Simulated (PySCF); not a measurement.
Ligands exchanged one at a time, B NH2-H. All species are isolated molecules in the gas phase. Strings in code marks are SMILES.

The HOMO from two functionals at the same geometries (B3LYP-D3(BJ)/def2-TZVP), both in PySCF: PBE-D3(BJ)/def2-TZVP and M06-2X/def2-TZVP. 

| species | PBE-D3(BJ)/def2-TZVP (eV) | M06-2X/def2-TZVP (eV) |
|---|---|---|
| 0 of 3 NH2 replaced by H (`NB(N)N`) | -5.08 | -8.04 |
| 1 of 3 NH2 replaced by H (`NBN`) | -5.47 | -8.29 |
| 2 of 3 NH2 replaced by H (`BN`) | -7.32 | -10.05 |
| 3 of 3 NH2 replaced by H (`B`) | -8.48 | -11.25 |

Over these rows, drawn at random from the members with no instability flagged (it was tested for open shells, ions and some series alone), PBE minus M06-2X: mean +2.82 eV, from +2.73 eV to +2.96 eV.
